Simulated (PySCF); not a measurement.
**Two-component Hartree-Fock for Kr³⁺ (krypton, charge +3)**

Start: [Ar] 3d10 4s1 4p4; 4s1/2 filled at m_j = +1/2; 4p1/2 filled at m_j = +1/2; 4p3/2 filled at m_j = -1/2, +1/2, +3/2. Calculated with PySCF 2.14 in x2c-TZVPall-2c with one added diffuse shell each of s, p, d type (7s8p5d1f, 63 functions): generalised Hartree-Fock with the X2C-1e Hamiltonian and a Gaussian nucleus; one run each with spin-orbit coupling (SO) switched off, then screened by Boettger's factors. This is a chosen level, not necessarily the ground level.

```csv
spinor shell,electrons,"ε, spin-free (eV)","ε, screened SO (eV)",weight of nominal j (screened SO),"rms radius, screened SO (bohr)"
1s1/2,2,-14447.5,-14446.9,1.000,0.0478
2s1/2,2,-2002.7,-2002.5,1.000,0.199
2p1/2,2,-1770.3,-1807.2,1.000,0.174
2p3/2,4,-1770.3,-1752.6,1.000,0.178
3s1/2,2,-346.81,-346.71,1.000,0.565
3p1/2,2,-270.53,-276.36,0.995,0.574
3d3/2,4,-143.68,-144.54,0.934,0.608
3d5/2,6,-143.68,-142.97,0.956,0.608
4s1/2,1,-72.546,-72.475,1.000,1.56
4p3/2,3,-50.267,-51.977,0.629,1.76
4p1/2,1,-50.267,-45.347,0.618,1.83
```

Problem. Where does 3p3/2 lie, and what is the 3p spin-orbit splitting (screened SO)?

Solution. At -267.62 eV, 8.738 eV above 3p1/2.

| quantity | spin-free | screened SO |
| --- | --- | --- |
| E (hartree) | -2784.92933 | -2785.10828 |
| M_J | 5/2 | 5/2 |
| ⟨J²⟩ | 8.757 | 8.758 |
| ⟨L²⟩ | 2.003 | 2.027 |
| ⟨S²⟩ | 3.754 | 3.741 |

Each row is a mean over spinors that exchange with the open shell spreads, by up to 1.798 eV (3s1/2).

Rows whose weight is well below 1 are mixtures of j = l ± 1/2: exchange outweighs spin-orbit coupling there, and the label is only the starting occupation.

Without spin-orbit coupling the j labels of p, d and f shells carry no meaning; the spin-free column gives the mean over the occupied spinors of each nl shell.
